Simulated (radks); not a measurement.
Values are calculated unless marked as measured or tabulated.
Excited configurations of Zr3+: one electron is placed in a higher orbital outside [Kr]. The ground configuration is [Kr] 4d1. Level of theory: scalar-relativistic Kohn-Sham, SCAN, spin-polarised, spherical densities, finite nucleus; open shells are filled with parallel spins first (spin-orbit coupling, left out, can overturn this in heavy ions); meta-GGA in the generalised Kohn-Sham scheme; Fermi nuclear charge, rms radius 4.2694 fm (a radial shooting solver on a logarithmic mesh with Libxc functionals). Excitation = E - E(ground); binding = E(ion) - E, where the ion is the core of charge +4; n* = 4/sqrt(2 binding) in atomic units, and the quantum defect is n - n*.

outer orbital  excitation (eV)  binding (eV)     n*  quantum defect  eigenvalue (eV)  <r> (bohr)
4f                      19.555        14.308  3.901           0.099          -11.990       3.962
5d                      17.529        16.334  3.651           1.349          -14.357       4.397
5f                      24.395         9.468  4.795           0.205           -8.218       6.989
6p                      20.490        13.373  4.035           1.965          -12.029       5.996
6d                      23.834        10.029  4.659           1.341           -8.941       7.542
6f                      27.237         6.626  5.732           0.268           -5.846       10.82
7d                      27.050         6.813  5.653           1.347           -6.121       11.43
7f                      28.993         4.870  6.686           0.314           -4.337       15.39

The Delta-SCF ionisation energy is 33.863 eV (NIST Atomic Spectra Database: 34.418 eV, measured). Self-interaction in the functional shifts the binding energies and quantum defects, so they are the method's values and not measured ones. Open shells are spherical and high-spin; term and fine-structure splittings are not resolved.
